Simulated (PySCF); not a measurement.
Species: C6H9F.
SMILES with atom numbers: `[F:1][C@:2]12[CH2:3][CH2:4][C@H:5]([CH2:6]1)[CH2:7]2` (hydrogens: H8, H9 on C3; H10, H11 on C4; H12 on C5; H13, H14 on C6; H15, H16 on C7)

Structure used (PBE0-D3(BJ)/def2-SVP), in Å, numbered top down from 1:
```xyz
16
C6H9F angstrom
F     -1.0617   -2.0337   -0.1654
C     -0.5888   -0.7713   -0.0209
C      0.9113   -0.5960   -0.2483
C      0.9929    0.9296    0.0100
C     -0.4879    1.2051    0.3178
C     -0.8470    0.0341    1.2614
C     -1.2032    0.4049   -0.7954
H      1.2024   -0.8878   -1.2683
H      1.4996   -1.1962    0.4618
H      1.6482    1.1855    0.8559
H      1.3433    1.4914   -0.8685
H     -0.7768    2.2368    0.5537
H     -0.2057   -0.1543    2.1366
H     -1.9087    0.0267    1.5457
H     -0.8956    0.5628   -1.8411
H     -2.2981    0.4318   -0.7013
```

The closed-shell ground state was solved at several levels (PySCF, density fitting, gas phase, non-relativistic).

```json
{"level": "B97-2/pcSseg-1", "basis functions": "164", "total energy (Eh)": "-333.7154", "HOMO (eV)": "-8.19", "LUMO (eV)": "1.39", "gap (eV)": "9.58", "dipole (D)": "1.80"}
{"level": "wB97X-D/def2-SVPD", "basis functions": "215", "total energy (Eh)": "-333.5383", "HOMO (eV)": "-10.40", "LUMO (eV)": "2.34", "gap (eV)": "12.74", "dipole (D)": "1.98"}
{"level": "B3LYP/pcJ-1", "basis functions": "279", "total energy (Eh)": "-333.8751", "HOMO (eV)": "-8.20", "LUMO (eV)": "1.09", "gap (eV)": "9.29", "dipole (D)": "1.80"}
```

Problem. What might PBE0/pcSseg-1 (164 basis functions) give for the same quantities?

Solution. Total energy -333.4532 Eh, HOMO -8.46 eV, LUMO 1.37 eV, gap 9.83 eV, dipole 1.80 D.

Problem. Over all these levels, which gives the widest orbital gap and which the narrowest?

Solution. wB97X-D/def2-SVPD (range-separated hybrid) has the widest, 12.74 eV, and B3LYP/pcJ-1 (global hybrid, 20 % exact exchange) the narrowest, 9.29 eV. Functional and basis both differ between the two, so the spread mixes both effects.

Problem. How far do the dipole and the HOMO energy spread over the levels?

Solution. The dipole runs from 1.80 to 1.98 D (mean 1.84 D) and the HOMO from -10.40 to -8.19 eV.

The pairwise dispersion term of wB97X-D wasn't added to the energies; at a given geometry it leaves orbitals and properties as they are.
